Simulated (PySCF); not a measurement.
HO₃W, SMILES [O]=[W](=[O])[OH] (connectivity only; charge and spin as stated), neutral, multiplicity 2.

Geometry: PBE-D3(BJ)/def2-SVP. The multiplicity is an assumed one; other spin states were not compared. The isomer is the one that the SMILES or the coordinates give; other isomers of the formula were not compared. The def2 effective core potentials stand for the cores of W; spin–orbit coupling is left out. One conformer was computed; it need not be the lowest.

These are CAM-B3LYP/def2-TZVPD (PySCF) values and carry that method's errors.

The molecule is in vacuum.

Computed frontier levels, dipole moment and polarisability:
The α spin, highest occupied and lowest empty level comes out as -8.91 and -1.58 eV, the β spin, highest occupied and lowest empty level is -10.49 and -2.81 eV and the dipole moment is 4.03 D. The quadrupole, principal values (traceless, Buckingham form, about the centre of nuclear charge) is -9.49, -0.16, 9.65 D·Å. The mean static polarisability is 49.4 bohr³ (7.32 Å³) and the polarisability, principal values is 43.1, 51.6, 53.5 bohr³. The ⟨S²⟩ is 0.755 (pure state 0.75).
